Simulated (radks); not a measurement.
Results of a calculation; reference values are marked as such.
Question: Os, 76 electrons, occupied as [Xe] 4f14 5d6.5 6s1.5 (fractional occupations, a model configuration). Code: a radial shooting solver on a logarithmic mesh with Libxc functionals. Model: Dirac Kohn-Sham, BLYP, spin-unpolarised, spherical densities, finite nucleus; open shells fill j = l - 1/2 first; Fermi nuclear charge, rms radius 5.4126 fm. Some entries of the table are withheld. Estimate them.

orbital  occ.  eigenvalue (eV)  <r^2> (bohr^2)  <1/r> (bohr^-1)
1s1/2       2        -73740.97       0.0004336            90.41
2s1/2       2        -12832.80        0.006585            22.09
2p1/2       2        -12289.79             (1)            22.06
2p3/2       4        -10758.18             (2)            18.31
3s1/2       2        -2984.610         0.04291            8.110
3p1/2       2        -2740.951             (3)            8.027
3p3/2       4        -2406.978             (4)            7.055
3d3/2       4              (5)         0.03533            6.951
3d5/2       6              (6)         0.03711            6.725
4s1/2       2        -628.1690          0.2107            3.418
4p1/2       2        -525.8089          0.2163            3.309
4p3/2       4        -447.3181          0.2506            2.970
4d3/2       4        -279.0755          0.2697            2.760
4d5/2       6        -264.5383          0.2824            2.680
5s1/2       2         -89.6753           1.141            1.348
5p1/2       2         -58.1386             (7)            1.218
4f5/2       6         -51.6210             (8)            2.257
4f7/2       8         -48.8160             (9)            2.224
5p3/2       4         -45.9377            (10)            1.096
5d3/2       4          -5.7815           4.033           0.7348
6s1/2     1.5          -5.6668           10.73           0.4172
5d5/2     2.5          -4.7845           4.509           0.6995

Answer: 
(1) 2p1/2 <r^2> (bohr^2): 0.004684
(2) 2p3/2 <r^2> (bohr^2): 0.005879
(3) 3p1/2 <r^2> (bohr^2): 0.03926
(4) 3p3/2 <r^2> (bohr^2): 0.04577
(5) 3d3/2 eigenvalue (eV): -1997.537
(6) 3d5/2 eigenvalue (eV): -1925.184
(7) 5p1/2 <r^2> (bohr^2): 1.376
(8) 4f5/2 <r^2> (bohr^2): 0.3772
(9) 4f7/2 <r^2> (bohr^2): 0.3889
(10) 5p3/2 <r^2> (bohr^2): 1.647
